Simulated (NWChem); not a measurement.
System: BeHBr; SMILES [BeH][Br]

NWChem input:

```
start job
memory heap 200 mb stack 900 mb global 1100 mb
geometry units angstroms noautosym nocenter noautoz
  Be     0.000000     0.000000    -1.653148
  H      0.000000     0.000000    -2.976636
  Br     0.000000     0.000000     0.306908
end
basis spherical
  * library aug-cc-pvdz
end
dft
  xc slater vwn_5
  iterations 150
end
tddft
  cis
  nroots 8
end
task tddft energy
```

Parts of the log:

```
             Northwest Computational Chemistry Package (NWChem) 7.3.0
             --------------------------------------------------------

                             Geometry "geometry" -> ""
                             -------------------------

 Output coordinates in angstroms (scale by  1.889725989 to convert to a.u.)

  No.       Tag          Charge          X              Y              Z
 ---- ---------------- ---------- -------------- -------------- --------------
    1 Be                   4.0000     0.00000000     0.00000000    -1.65314800
    2 H                    1.0000     0.00000000     0.00000000    -2.97663600
    3 Br                  35.0000     0.00000000     0.00000000     0.30690800

 Effective nuclear repulsion energy (a.u.)      45.0372501241

                                 NWChem DFT Module
                                 -----------------

 Summary of "ao basis" -> "ao basis" (spherical)
 ------------------------------------------------------------------------------
       Tag                 Description            Shells   Functions and Types
 ---------------- ------------------------------  ------  ---------------------
 Be                       aug-cc-pvdz                9       23   4s3p2d
 H                        aug-cc-pvdz                5        9   3s2p
 Br                       aug-cc-pvdz               14       36   6s5p3d

            General Information
            -------------------
          SCF calculation type: DFT
          Wavefunction type:  closed shell.
          No. of atoms     :     3
          No. of electrons :    40
           Alpha electrons :    20
            Beta electrons :    20
          Charge           :     0
          Spin multiplicity:     1
          Use of symmetry is: off; symmetry adaption is: off
          Maximum number of iterations: 150
          AO basis - number of functions:    68
                     number of shells:    28
          Convergence on energy requested:  1.00D-06
          Convergence on density requested:  1.00D-05
          Convergence on gradient requested:  5.00D-04

              XC Information
              --------------
                        Slater Exchange Functional  1.000 local
                      VWN V Correlation Functional  1.000 local

             Grid Information
             ----------------
          Grid used for XC integration:  medium
          Radial quadrature: Mura-Knowles
          Angular quadrature: Lebedev.
          Tag              B.-S. Rad. Rad. Pts. Rad. Cut. Ang. Pts.
          ---              ---------- --------- --------- ---------
          Be                  1.05       49          17.0       434
          H                   0.35       45          14.0       434
          Br                  1.15      112          14.0       590
          Grid pruning is: on
          Number of quadrature shells:   206
          Spatial weights used:  Erf1

      Superposition of Atomic Density Guess
      -------------------------------------

 Sum of atomic energies:       -2587.44581753

      Non-variational initial energy
      ------------------------------

 Total energy =   -2587.779926
 1-e energy   =   -3689.910036
 2-e energy   =    1057.092860
 HOMO         =      -0.419731
 LUMO         =       0.016475

   convergence    iter        energy       DeltaE   RMS-Dens  Diis-err
 ---------------- ----- ----------------- --------- --------- ---------
 d= 0,ls=0.0,diis     1  -2585.7149218773 -2.63D+03  1.50D-02  3.96D-01
 d= 0,ls=0.0,diis     2  -2585.7040879187  1.08D-02  8.55D-03  2.64D-01
 d= 0,ls=0.0,diis     3  -2585.7353629132 -3.13D-02  3.24D-03  7.87D-02
 d= 0,ls=0.0,diis     4  -2585.7505023673 -1.51D-02  2.76D-04  1.60D-04
 d= 0,ls=0.0,diis     5  -2585.7505261538 -2.38D-05  7.56D-05  2.51D-05
  Resetting Diis
 d= 0,ls=0.0,diis     6  -2585.7505320792 -5.93D-06  1.00D-05  6.88D-07
 d= 0,ls=0.0,diis     7  -2585.7505321765 -9.73D-08  3.21D-06  1.84D-08

         Total DFT energy =    -2585.750532176491
      One electron energy =    -3690.756122193241
           Coulomb energy =     1150.694335189112
    Exchange-Corr. energy =      -90.725995296462
 Nuclear repulsion energy =       45.037250124099

 Numeric. integr. density =       39.999997502019

                       DFT Final Molecular Orbital Analysis
                       ------------------------------------

[...]

                                NWChem TDDFT Module
                                -------------------

            General Information
            -------------------
           No. of orbitals :     136
            Alpha orbitals :      68
             Beta orbitals :      68
        Alpha frozen cores :       0
         Beta frozen cores :       0
     Alpha frozen virtuals :       0
      Beta frozen virtuals :       0
         Spin multiplicity :       1
    Number of AO functions :      68
        Use of symmetry is : off
      Symmetry adaption is : off
         Schwarz screening :  0.10D-07

              XC Information
              --------------
                 Slater Exchange Functional   1.00 local
               VWN V Correlation Functional   1.00 local

             TDDFT Information
             -----------------
          Calculation type : Tamm-Dancoff TDDFT
         Wavefunction type : Restricted singlets & triplets
          No. of electrons :      40
           Alpha electrons :      20
            Beta electrons :      20
              No. of roots :       8
          Max subspacesize :    5600
            Max iterations :     100
               Target root :       1
           Target symmetry : none
      Symmetry restriction : off
                 Algorithm : Optimal
        Davidson threshold :  0.10D-03

    8 smallest eigenvalue differences (eV)
--------------------------------------------------------
  No. Spin  Occ  Vir  Irrep   E(Occ)    E(Vir)   E(Diff)
--------------------------------------------------------
    1    1   20   21 a        -0.291    -0.064     6.190
    2    1   19   21 a        -0.291    -0.064     6.190
    3    1   20   22 a        -0.291    -0.064     6.190
    4    1   19   22 a        -0.291    -0.064     6.190
    5    1   18   21 a        -0.301    -0.064     6.462
    6    1   18   22 a        -0.301    -0.064     6.462
    7    1   20   23 a        -0.291    -0.029     7.143
    8    1   19   23 a        -0.291    -0.029     7.143
--------------------------------------------------------

  Entering Davidson iterations
  Restricted singlet excited states

  Iter   NTrls   NConv    DeltaV     DeltaE      Time
  ----  ------  ------  ---------  ---------  ---------
    1      8       1     0.16E+00   0.10+100       10.4
    2     15       1     0.54E-01   0.30E-01       10.3
    3     22       3     0.46E-01   0.90E-03       10.4
    4     27       7     0.38E-01   0.13E-01       10.3
    5     28       7     0.15E-01   0.23E-02       10.1
    6     29       7     0.31E-02   0.56E-03       10.0
    7     30       7     0.58E-03   0.18E-04       10.1
    8     31       8     0.96E-04   0.55E-06       10.1
  ----  ------  ------  ---------  ---------  ---------
  Convergence criterion met

  Ground state a       -2585.750532176491 a.u.

  ----------------------------------------------------------------------------
  Root   1 singlet a              0.227464801 a.u.                6.1896 eV
  ----------------------------------------------------------------------------
     Transition Moments    X -0.00000   Y  0.00000   Z  0.00000
     Dipole Oscillator Strength                    0.0000000000
     Electric Quadrupole                           0.0000000000
     Magnetic Dipole                               0.0000000000
     Total Oscillator Strength                     0.0000000000

     Occ.   19  a   ---  Virt.   21  a        0.11546
     Occ.   19  a   ---  Virt.   22  a       -0.69762
     Occ.   20  a   ---  Virt.   21  a       -0.69762
     Occ.   20  a   ---  Virt.   22  a       -0.11546
  ----------------------------------------------------------------------------
  Root   2 singlet a              0.230636223 a.u.                6.2759 eV
  ----------------------------------------------------------------------------
     Transition Moments    X  0.00000   Y -0.00000   Z -0.00000
     Dipole Oscillator Strength                    0.0000000000
     Electric Quadrupole                           0.0000000123
     Magnetic Dipole                               0.0000000000
     Total Oscillator Strength                     0.0000000123

     Occ.   19  a   ---  Virt.   22  a        0.70628
     Occ.   20  a   ---  Virt.   21  a       -0.70628
  ----------------------------------------------------------------------------
  Root   3 singlet a              0.230636225 a.u.                6.2759 eV
  ----------------------------------------------------------------------------
     Transition Moments    X  0.00000   Y  0.00000   Z -0.00000
     Dipole Oscillator Strength                    0.0000000000
     Electric Quadrupole                           0.0000000123
     Magnetic Dipole                               0.0000000000
     Total Oscillator Strength                     0.0000000123

     Occ.   19  a   ---  Virt.   21  a       -0.70628
     Occ.   20  a   ---  Virt.   22  a       -0.70628
  ----------------------------------------------------------------------------
  Root   4 singlet a              0.253419395 a.u.                6.8959 eV
  ----------------------------------------------------------------------------
     Transition Moments    X -0.32161   Y -0.31172   Z  0.00000
     Dipole Oscillator Strength                    0.0338916803
     Electric Quadrupole                           0.0000013371
     Magnetic Dipole                               0.0000062597
     Total Oscillator Strength                     0.0338992771

[...]
```

Level: LDA (Slater exchange, VWN5)/aug-cc-pVDZ, TDA. The geometry was optimised at B3LYP/6-31G* (spherical d).
